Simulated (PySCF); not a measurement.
Al(Br)(Me)(OMe) (C2H6AlBrO), SMILES [O]([Al]([CH3])[Br])C. Heavy atoms are numbered as in [Al:1]([Br:2])([CH3:3])[O:7][CH3:8]. Hydrogens are named by the atom that carries them.

Coordinates come from a B3LYP-D3(BJ)/def2-SVP optimisation. The values are those of a single conformer.

All values below come from PBE/pcSseg-1 run with PySCF.

GIAO shieldings, no solvent; atoms alike by connectivity are averaged. δ = σ(ref) − σ: ¹³C against TMS (σ = 182.0 ppm); ¹H against TMS (σ = 31.49 ppm); ¹⁷O against H2O (σ = 334.3 ppm), references at their B3LYP-D3(BJ)/def2-TZVP geometries, non-relativistic (without spin–orbit terms, shifts of atoms bonded to Cl or Br come out too high).

Task: Estimate the chemical shifts. (The exact figures need the calculation; the answer reports its results.)

Result: 
```tsv
nucleus	atoms	count	δ (ppm)
¹³C	C8 (CH3)	1	58.9
¹³C	C3 (CH3)	1	-10.4
¹H	H on C8	3	4.43
¹H	H on C3	3	0.11
¹⁷O	O7	1	84.8
```
